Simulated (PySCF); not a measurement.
C₄H₅ClSi, SMILES C#C[SiH2]C(=C)Cl.

Geometry: PBE-D3(BJ)/def2-SVP. The structure was generated by enumeration, and PubChem lists no compound with its InChIKey, so it may never have been made. Other conformers were not sampled.

Two levels are set side by side: TDDFT-PBE/def2-SVPD (PySCF) and TDDFT-M06-2X/def2-SVPD (PySCF). Vertical, same geometry. The lowest singlet is HOMO→LUMO+1 99 % with PBE and HOMO−2→LUMO+1 49 %, HOMO−1→LUMO+2 24 %, HOMO−3→LUMO+2 8 % with the other functional; states are paired by order. Differences are taken from unrounded values.

```tsv
quantity	TDDFT-PBE
lowest singlet excitation (eV)	5.06
lowest triplet excitation (TDA) (eV)	3.89
first bright state (f over 0.05) (eV)	5.98
its oscillator strength	0.10
```

Q: These are the TDDFT-PBE values. What does TDDFT-M06-2X give? (An estimate is asked for; the answer gives what the named calculation found.)

A: 
| quantity | TDDFT-M06-2X | TDDFT-PBE minus TDDFT-M06-2X |
|---|---|---|
| lowest singlet excitation (eV) | 5.32 | -0.26 |
| lowest triplet excitation (TDA) (eV) | 4.24 | -0.35 |
| first bright state (f over 0.05) (eV) | 6.46 | -0.48 |
| its oscillator strength | 0.18 | -0.08 |

Functionals without exact exchange tend to place singlet excitations lower, as here. Differences between two approximate levels are no errors against the true value.

Rough cost on one machine, each run with all the roots and properties that it gave: TDDFT-M06-2X against TDDFT-PBE about 20 times.
